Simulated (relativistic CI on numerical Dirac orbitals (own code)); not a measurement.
# Hyperfine structure of Zn23+, mass number 67

Calculated at this level of theory: Dirac-Coulomb-Breit CI, separate exchange-only KLI orbitals for each configuration, model QED (radiative potential, 1s self-energy scaled to tabulated hydrogen-like ionisation energies), unscaled Slater integrals (own radial code, finite nucleus).

Configuration list (outside the closed core 1s2): 2s²2p³, 2s2p⁴, 2p⁵, 2p⁴3s, 2p⁴3p, 2p⁴3d, 2s²2p²3s, 2s²2p²3p, 2s²2p²3d, 2s2p³3s, 2s2p³3p, 2s2p³3d, 2s²2p²4s, 2s²2p²4p, 2s²2p²4d, 2s²2p²4f. Levels of other configurations are missing.

Nuclear spin I = 5/2, μ = 0.87485 μN, Q = 0.122 b (tables of Stone and Pyykkö). The electronic factors are computed for point nuclear moments, without core polarisation or the Bohr-Weisskopf and QED corrections.

```
        Level  E (cm⁻¹)  A (GHz)  B (GHz)
2s²2p³ ²D°3/2    190007     9.51     8.24
2s²2p³ ²D°5/2    257380    29.44  -0.0462
2s²2p³ ²P°1/2    359057     83.8         
2s²2p³ ²P°3/2    502395    16.96    -11.6
  2s2p⁴ ⁴P5/2    957589    66.67     8.58
  2s2p⁴ ⁴P3/2   1085777    46.09    -7.92
  2s2p⁴ ⁴P1/2   1112247    158.9         
  2s2p⁴ ²D3/2   1337581   -12.36    -11.4
```

Levels with J = 0, under 50 % of one LS term, or S terms without an open s electron are left out. Small factors come from cancelling terms and can be off by tens of per cent or more.

At this charge energies of transitions that change n are usually good to better than 1 %, and those within a shell (Δn = 0) to a few per cent.

**Question.** Give the hyperfine levels of 2s²2p³ ²D°5/2 relative to its centre of gravity.

**Answer.** With K = F(F + 1) − I(I + 1) − J(J + 1), E = AK/2 + B[¾K(K + 1) − I(I + 1)J(J + 1)]/[2I(2I − 1)J(2J − 1)]: F = 0: -257.6, F = 1: -228.2, F = 2: -169.3, F = 3: -80.94, F = 4: 36.81, F = 5: 184 GHz.

LS names give the leading component of a level, which can be under half, so a name can repeat, a term be missing and a line seem to break the LS rules.
